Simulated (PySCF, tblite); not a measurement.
C₆H₁₁NSi₂.
Cartesian coordinates in Å at the GFN2-xTB level; atoms count from 1:
```xyz
20
C6H11NSi2 angstrom
N     -1.286   -2.898    1.680
C     -1.447   -2.218    0.774
C     -1.620   -1.326   -0.343
C     -1.102    0.043    0.019
C      0.151    0.382    0.378
C      1.378   -0.428    0.498
Si     2.347   -0.455   -1.151
C      0.080    1.874    0.609
Si    -1.794    1.787    0.182
H     -2.681   -1.280   -0.599
H     -1.068   -1.736   -1.197
H      2.018   -0.012    1.277
H      1.128   -1.452    0.783
H      3.550   -1.269   -0.974
H      1.499   -1.029   -2.199
H      2.709    0.914   -1.524
H      0.345    2.156    1.627
H      0.723    2.437   -0.066
H     -2.211    2.453   -1.052
H     -2.724    2.066    1.274
```

Method used: PBE0/pcSseg-1 in PySCF (dipole) on a GFN2-xTB geometry, gas phase.

Take the most abundant isotopes and a rigid rotor. The values belong to one conformer with, in the numbering `[N:1]#[C:2][CH2:3][C:4]1=[C:5]([CH2:6][SiH3:7])[CH2:8][SiH2:9]1`, C2–C3–C4–C5 60°, C4–C5–C6–Si7 90°.

(1) Give the principal moments of inertia and the rotational constants in MHz.

(2) What kind of rotor is it?

(3) Is it planar, by Δ = Ic − Ia − Ib?

(4) Give the other two planar moments, Paa and Pbb, and the rms extents of the mass along the axes.

(5) Where do the levels up to J = 4 lie, in cm⁻¹?

(6) Which types of transition are allowed, and where do some lines up to J = 2 fall?

(7) Estimate the classical rotational partition function at 50 K, 200 K and 500 K.

## Answers

(1) Ia = 438.72, Ib = 510.99, Ic = 817.85 u·Å²; 505379 MHz·u·Å²/I gives A = 1152, B = 989.0, C = 617.9 MHz.

(2) An asymmetric top: κ = (2 × 989.0 − 1152 − 617.9)/(1152 − 617.9) = 0.39.

(3) Not planar: Δ = Ic − Ia − Ib = -131.85 u·Å². For a rigid frame Δ = −2 Σ m c², so Σ m c² = 65.93 u·Å² lies off the ab plane: 19.23 from hydrogen and 46.70 from heavier atoms. The atom farthest from that plane is 1.91 Å away.

(4) Paa = Σ m a² = (Ib + Ic − Ia)/2 = 445.06 and Pbb = Σ m b² = (Ia + Ic − Ib)/2 = 372.79 u·Å². With the mass M = 153.04 u, the rms extents √(P/M) along a, b and c are 1.71, 1.56, 0.66 Å.

(5) Above 0(0,0):
J = 1: 1(0,1) 0.0536, 1(1,1) 0.0590, 1(1,0) 0.0714
J = 2: 2(0,2) 0.1524, 2(1,2) 0.1539, 2(1,1) 0.1910, 2(2,1) 0.2073, 2(2,0) 0.2157
J = 3: 3(0,3) 0.2916, 3(1,3) 0.2918, 3(1,2) 0.3615, 3(2,2) 0.3681, 3(2,1) 0.3981, 3(3,1) 0.4305, 3(3,0) 0.4351
J = 4: 4(0,4) 0.4715, 4(1,4) 0.4715, 4(1,3) 0.5736, 4(2,3) 0.5752, 4(2,2) 0.6376, 4(3,2) 0.6549, 4(3,1) 0.6766, 4(4,1) 0.7293, 4(4,0) 0.7314

(6) The dipole components are |μa| = 0.95 D, |μb| = 2.96 D, |μc| = 1.76 D. The squared components, which scale the intensities, stand as 0.10 : 1.00 : 0.35 (a : b : c). Some lines, for components of 0.1 D or more:

| type | branch | J(Ka,Kc) | MHz | lower level (cm⁻¹) |
| --- | --- | --- | --- | --- |
| a | Q | 1(1,0) ← 1(1,1) | 371 | 0.059 |
| c | Q | 2(2,1) ← 2(1,1) | 489 | 0.191 |
| b | Q | 1(1,0) ← 1(0,1) | 534 | 0.054 |
| b | Q | 2(2,0) ← 2(1,1) | 740 | 0.191 |
| a | Q | 2(1,1) ← 2(1,2) | 1113 | 0.154 |
| b | Q | 2(1,1) ← 2(0,2) | 1156 | 0.152 |
| b | Q | 2(2,1) ← 2(1,2) | 1602 | 0.154 |
| a | R | 1(0,1) ← 0(0,0) | 1607 | 0.000 |
| b | R | 1(1,1) ← 0(0,0) | 1770 | 0.000 |
| c | R | 1(1,0) ← 0(0,0) | 2141 | 0.000 |
| b | R | 2(0,2) ← 1(1,1) | 2800 | 0.059 |
| a | R | 2(1,2) ← 1(1,1) | 2843 | 0.059 |
| a | R | 2(0,2) ← 1(0,1) | 2963 | 0.054 |
| b | R | 2(1,2) ← 1(0,1) | 3006 | 0.054 |
| a | R | 2(1,1) ← 1(1,0) | 3585 | 0.071 |
| b | R | 2(2,1) ← 1(1,0) | 4074 | 0.071 |
| c | R | 2(1,1) ← 1(0,1) | 4119 | 0.054 |
| c | R | 2(2,0) ← 1(1,0) | 4325 | 0.071 |
| c | R | 2(2,1) ← 1(1,1) | 4445 | 0.059 |
| b | R | 2(2,0) ← 1(1,1) | 4696 | 0.059 |

(7) Point group C1, symmetry number σ = 1; q = (√π/σ)·√((kT/h)³/(ABC)), k/h = 20836.6 MHz/K: 71000 at 50 K, 568000 at 200 K, 2250000 at 500 K.

Its GFN2-xTB frequencies are all real (lowest 29 cm⁻¹). Constants of a rigid frame at the computed geometry: no zero-point averaging, no centrifugal distortion. A rigid rotor knows nothing of internal rotation, which can split or shift real lines. Quadrupole hyperfine structure (14N) is left out.
